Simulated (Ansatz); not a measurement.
SeS₃⁻, 4 atoms. Hardware: 2 threads of Intel Xeon 6975P-C on a shared host.

The 6-31G sets use Cartesian d functions. Correlated methods freeze 24 core orbitals; core or outer-core shells of Se are correlated, in sets that lack core-valence functions.

Problem. How many basis functions does each of these Ansatz runs have, and roughly what does it cost? r2SCAN-D4/def2-TZVPD, charge 0 singlet at the geometry of the charge -1 doublet, energy, from earlier orbitals; r2SCAN-D4/def2-SVPD, charge -1 quartet, relaxation, 18 steps; CCSD(T)/def2-SVPD, charge -1 quartet, energy, from earlier orbitals; B2PLYP/def2-TZVPD, charge -1 doublet, energy, from earlier orbitals; PBE-D4/def2-TZVPD, charge -1 quartet, energy, from earlier orbitals; RPA@PBE/def2-TZVPD, charge -1 doublet, energy, from earlier orbitals; BLYP-D4/def2-TZVPD, charge -1 doublet, energy, from earlier orbitals; PBE0-D4/def2-SVP, charge -1 doublet, energy with a search over starts; HF/def2-TZVPD, charge -1 quartet, energy, from earlier orbitals; r2SCAN-D4/def2-TZVPD, charge -1 doublet, energy, from earlier orbitals; HF/6-31G, charge -1 doublet, energy; PBE-D4/def2-TZVPD, charge -1 doublet, energy, from earlier orbitals.

Solution. Other jobs shared the machine, so times can vary by a factor of up to 3. A dash marks memory too small to be measured apart from the calling script's.

| run | functions | fitting or Cholesky vectors | wall time | peak host memory (GiB) |
| --- | --- | --- | --- | --- |
| HF/6-31G, charge -1 doublet, energy | 68 | 685 | 0.85 s | – |
| PBE0-D4/def2-SVP, charge -1 doublet, energy with a search over starts | 86 | 789 | 3 s | – |
| PBE-D4/def2-TZVPD, charge -1 quartet, energy, from earlier orbitals | 195 | 1302 | 3 s | – |
| PBE-D4/def2-TZVPD, charge -1 doublet, energy, from earlier orbitals | 195 | 1302 | 3 s | – |
| BLYP-D4/def2-TZVPD, charge -1 doublet, energy, from earlier orbitals | 195 | 1302 | 3.5 s | – |
| r2SCAN-D4/def2-TZVPD, charge 0 singlet at the geometry of the charge -1 doublet, energy, from earlier orbitals | 195 | 1302 | 3.9 s | – |
| RPA@PBE/def2-TZVPD, charge -1 doublet, energy, from earlier orbitals | 195 | 1196 | 6 s | – |
| r2SCAN-D4/def2-TZVPD, charge -1 doublet, energy, from earlier orbitals | 195 | 1302 | 7.5 s | – |
| B2PLYP/def2-TZVPD, charge -1 doublet, energy, from earlier orbitals | 195 | 1196 | 13 s | 0.74 |
| HF/def2-TZVPD, charge -1 quartet, energy, from earlier orbitals | 195 | 1649 | 15 s | 1.2 |
| CCSD(T)/def2-SVPD, charge -1 quartet, energy, from earlier orbitals | 122 | 1127 | 37 s | 1.2 |
| r2SCAN-D4/def2-SVPD, charge -1 quartet, relaxation, 18 steps | 122 | 1261 | 43 s | – |
